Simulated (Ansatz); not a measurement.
`[OH][GeH]1[CH2][SiH2]1` → `O[CH]1[SiH2][GeH2]1`  (isomerisation)

Program: Ansatz. Geometries: PBE0-D4/def2-TZVP. ΔE: electronic, gas phase. CCSD(T)/CBS adds triple-zeta CCSD(T) − MP2 to the extrapolated MP2 energy (def2 sets, frozen cores). DFT in def2-TZVPP. For Ge outer-core shells are correlated without core-valence functions, which leaves a few kJ/mol of doubt a bond. Scalar relativity is left out up to krypton. Each species was taken in one conformer, which may not be the lowest.

```csv
level,ΔE (kcal/mol)
ωB97M-V,30.8
PBE,28.4
```

(1) What does CCSD(T)/CBS give? (Best estimate.)

Largest T1 diagnostic among the species: 0.013.

Results:

(1) Ansatz gave: +31.4 kcal/mol. The listed levels differ from it by -0.6, -3.0 kcal/mol.

From PBE to PBE0 (25 % exact exchange), in def2-TZVPP and without D4, ΔE moves by +1.1 kcal/mol.
